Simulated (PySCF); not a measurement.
Two species compared at the same levels of theory.

First species: C₇H₈O.
InChI=1S/C7H8O/c1-2-3-7-4-5-8-6-7/h2,4-6H,1,3H2

Second species: Al2Cl2H4.
SMILES: `[AlH2-]1[Cl+][AlH2-][Cl+]1`

Levels: CAM-B3LYP/def2-SVPD for dipole moment, HOMO energy, LUMO energy, HOMO–LUMO gap, static isotropic polarisability and electronic spatial extent ⟨r²⟩ about the centre of nuclear charge; TDDFT CAM-B3LYP/def2-SVPD for lowest singlet excitation; TDA CAM-B3LYP/def2-SVPD for lowest triplet excitation (Tamm–Dancoff); ΔSCF CAM-B3LYP/def2-SVPD for vertical ionisation energy; PBE0-D3(BJ)/def2-SVP for rotational constant A and rotational constant C. Geometries: PBE0-D3(BJ)/def2-SVP. Each species is one conformer at its optimised geometry, gas phase, non-relativistic unless stated. Electronic properties by PySCF.

The conformers computed, where there is a choice (atom-mapped SMILES and torsion angles):
- `[CH2:1]=[CH:2][CH2:3][c:4]1[cH:5][cH:6][o:7][cH:8]1`: C1–C2–C3–C4 120°, C2–C3–C4–C5 -57°

```csv
property,column X,column Y
dipole moment,0.64 D,0.00 D
HOMO energy,-7.89 eV,-9.81 eV
LUMO energy,1.01 eV,-0.13 eV
HOMO–LUMO gap,8.90 eV,9.68 eV
lowest singlet excitation,6.13 eV,6.48 eV
lowest triplet excitation (Tamm–Dancoff),4.04 eV,6.09 eV
static isotropic polarisability,83.7 au,80.6 au
vertical ionisation energy,8.64 eV,10.68 eV
electronic spatial extent ⟨r²⟩ about the centre of nuclear charge,1111 bohr²,805 bohr²
rotational constant A,6.016 GHz,2.862 GHz
rotational constant C,1.051 GHz,1.427 GHz
```

(1) Which column belongs to which species?

(2) How does each property change from the first species to the second?

Answers

(1) Column X is the first species and column Y the second. The first has 16 atoms and 58 electrons, the second 8 and 64.

(2) dipole moment -0.64 D; HOMO energy -1.92 eV; LUMO energy -1.14 eV; HOMO–LUMO gap +0.78 eV; lowest singlet excitation +0.35 eV; lowest triplet excitation (Tamm–Dancoff) +2.05 eV; static isotropic polarisability -3.1 au; vertical ionisation energy +2.04 eV; electronic spatial extent ⟨r²⟩ about the centre of nuclear charge -306 bohr²; rotational constant A -3.154 GHz; rotational constant C +0.376 GHz.

On the first: The polarisability is 12.41 Å³ as a volume (1 au = 0.148185 Å³), or 1.44 au for each of the 58 electrons. The principal polarisabilities are 61.6, 82.0 and 107.6 au; their mean is the isotropic value.

On the second: The ΔSCF ionisation energy exceeds −ε(HOMO) by 0.87 eV with CAM-B3LYP. The polarisability is 11.95 Å³ as a volume (1 au = 0.148185 Å³), or 1.26 au for each of the 64 electrons.
